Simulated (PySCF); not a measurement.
SMILES c1(ccc(O)s1)-c1ccccc1 (C₁₀H₈OS) at its GFN2-xTB optimised geometry (Å):

```
20

O     -1.7226    -4.3345     0.0010
C     -0.9256    -3.2486     0.0000
C      0.4353    -3.2486     0.0000
C      0.9732    -1.9461     0.0000
C      0.0415    -0.9467    -0.0016
C      0.2236     0.4882     0.0001
C     -0.8727     1.3463    -0.1108
C     -0.7050     2.7164    -0.1090
C      0.5627     3.2630     0.0040
C      1.6597     2.4242     0.1162
C      1.4970     1.0533     0.1154
S     -1.5690    -1.6349    -0.0045
H     -2.6515    -4.0771     0.0042
H      1.0207    -4.1487     0.0005
H      2.0325    -1.7651    -0.0052
H     -1.8646     0.9252    -0.2003
H     -1.5671     3.3613    -0.1962
H      0.6952     4.3345     0.0060
H      2.6515     2.8429     0.2074
H      2.3616     0.4151     0.2096
```

Computed with PBE/def2-SVP in PySCF 2.14.0.

Map of the HOMO−1 amplitude (bohr^(-3/2)) on the plane z = 1.0 Å; orbital energy -6.14 eV, overall sign arbitrary:

```
|3333333333333333333333333333333|
|3333333333333333333333333333333|
|3333333333333333333333333333333|
|3333333333333333333333333333333|
|3333333333333333333333333333333|
|3333333333333333333333333333333|
|3333333333333333334443333333333|
|3333333333322223344444333333333|
|3333333333321112345554433333333|
|3333333333221012356764433333333|
|3333333333221012457764433333333|
|3333333333221012456754433333333|
|3333333333221012457754433333333|
|3333333333322122456654433333333|
|3333333333333223345544333333333|
|3333333333443333334443333333333|
|3333333344455433333333333333333|
|3333333345666543222333333333333|
|3333333445798643211233333333333|
|3333333445799743100223333333333|
|3333333445687642000123333333333|
|3333333344565431001223333333333|
|3333333334444321001233333333333|
|3333333333343321002233333333333|
|3333333333333322112333333333333|
|3333333333333332223333333333333|
|3333333333333333333333333333333|
|3333333333333333333333333333333|
|3333333333333333333333333333333|
|3333333333333333333333333333333|
|3333333333333333333333333333333|
```
Scale: ten equal steps from -0.060 (start of '0') to 0.104 (end of '9'), in the order '0123456789'; x runs from -6.50 to 6.50, y from -6.50 (bottom) to 6.50 (top).
